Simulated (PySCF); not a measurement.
Structure revision by computed shifts

A compound C$_{9}$H$_{14}$Si gives the data below (simulated from a calculation) and was assigned the structure `C=C(C)[C@@H]1C[SiH2][C@H]1C#CC`.

¹³C{¹H} NMR (computed): δ 189.3 (C), 100.7 (CH), 45.5 (CH), 37.2 (CH2, 2C), 21.3 (CH), 17.0 (CH), 16.7 (CH2, 2C).

¹H NMR (400 MHz, computed): δ 4.68 (m, 1H), 4.53 (m, 2H), 2.69 (m, 2H), 2.61 (m, 1H), 1.81 (m, 1H), 1.76 (m, 2H), 1.09 (m, 1H), 0.92 (m, 2H), 0.57 (m, 2H).

In vacuum, non-relativistic, fast rotation and ring inversion assumed for equivalent nuclei, one conformer. Shieldings: GIAO PBE0/pcSseg-1; GFN2-xTB structure; PySCF 2.14.0 with density-fitted response routines.

Referencing at the same level of theory: ¹H (σref 31.72) and ¹³C (σref 186.93) vs TMS.

(1) Compare with the shifts computed for the proposed structure, pairing carbons in order of shift.

(2) Which isomer fits?

Results:

(1) Atoms are numbered as in `[CH2:1]=[C:2]([CH3:3])[C@@H:4]1[CH2:5][SiH2:6][C@H:7]1[C:8]#[C:9][CH3:10]`; H(Xn) means a hydrogen on atom n.

```json
{"atom": "C2", "computed for proposal": "170.2", "given list": "189.3", "difference": "-19.1"}
{"atom": "C1", "computed for proposal": "114.4", "given list": "100.7", "difference": "+13.7"}
{"atom": "C8", "computed for proposal": "88.8", "given list": "45.5", "difference": "+43.3"}
{"atom": "C9", "computed for proposal": "85.6", "given list": "37.2", "difference": "+48.4"}
{"atom": "C4", "computed for proposal": "50.5", "given list": "37.2", "difference": "+13.3"}
{"atom": "C7", "computed for proposal": "30.2", "given list": "21.3", "difference": "+8.9"}
{"atom": "C3", "computed for proposal": "29.7", "given list": "17.0", "difference": "+12.7"}
{"atom": "C5", "computed for proposal": "16.7", "given list": "16.7", "difference": "+0.0"}
{"atom": "C10", "computed for proposal": "5.4", "given list": "16.7", "difference": "-11.3"}
```

The rms difference is 24.3 ppm and the largest +48.4 ppm at C9 (alkyne carbon). The proposal also would give 9 carbon signals, not 7. The carbon types in order of shift don't match either: C, CH2, C, C, CH, CH, CH3, CH2, CH3 for the proposal against C, CH, CH, CH2, CH2, CH, CH, CH2, CH2 in the data. The proposal doesn't fit.

(2) `C1=C(C2CC2)[C@H]2C[C@H](C2)[SiH2]1`.

- Carbon types of the structure: 1 × C, 4 × CH, 4 × CH2, leaving 2 H on heteroatoms.
- δC 189.3: fully substituted alkene carbon.
- δC 100.7: alkene CH; the olefinic region.
- δH 4.68: hydrogen on an alkene CH; olefinic region.
- δH 1.09, 0.92, 0.57: hydrogen on a three-membered-ring carbon; cyclopropane-type protons are shielded by the ring.

Other isomers checked: C=C[C@@]1(C)CC[Si@H]1C#CC (rms 30.1 ppm); CC(C)(C)C#CC1=CC[SiH2]1 (rms 31.7 ppm).

The shifts were computed for this structure.

Shifts are as computed. Against solution values, carbons near 30 ppm lie about +3 ppm off and those near 130 ppm about +5 ppm. Of 1309 compounds with measured shifts, 239 miss one by over three times the rms of a fit or turn the order of signals round; such compounds aren't used in these exercises. Multiplicities follow the n + 1 count of equivalent neighbours, as no J values were calculated; m marks all less simple cases, F and P coupling included.
